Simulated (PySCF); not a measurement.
Species: C$_{2}$H$_{7}$Si (charge -1, singlet). It need not be the lowest isomer of its formula. Whether it binds its extra electron was not tested at this geometry. SMILES: [CH2-][SiH2]C
Structure (B3LYP-D3(BJ)/def2-TZVP (Ansatz) minimum search):
```xyz
10

Si    -0.0164     0.4868     0.0844
C     -1.6212    -0.2645     0.1038
C      1.4174    -0.7299    -0.2920
H      0.0691     1.5701    -0.9648
H      0.6230     1.2061     1.2909
H     -1.8601    -1.0113     0.8630
H     -2.4811     0.3497    -0.1632
H      1.4176    -1.5377     0.4484
H      1.2876    -1.1877    -1.2763
H      2.3963    -0.2375    -0.2501
```
Charge -1, spin multiplicity 1.

Dispersion corrections to the total energy (kcal/mol) from the dftd3 and dftd4 libraries through PySCF: D3(BJ) without and D4 with the three-body term, each with the damping fitted for the functional named.

```json
[
 {"functional": "BLYP", "D3(BJ)": "-8.55", "D4": "-10.51"},
 {"functional": "CAM-B3LYP", "D3(BJ)": "-3.12", "D4": "-3.99"},
 {"functional": "B3LYP", "D3(BJ)": "?", "D4": "-7.59"},
 {"functional": "TPSSh", "D3(BJ)": "-4.60", "D4": "-5.80"},
 {"functional": "PBE0", "D3(BJ)": "-3.45", "D4": "?"},
 {"functional": "B2GP-PLYP", "D3(BJ)": "-2.76", "D4": "?"},
 {"functional": "PW6B95", "D3(BJ)": "-2.03", "D4": "-4.17"}
]
```

Q: Complete the blanks.

A: 
- B3LYP, D3(BJ): -7.01
- PBE0, D4: -3.97
- B2GP-PLYP, D4: -1.98
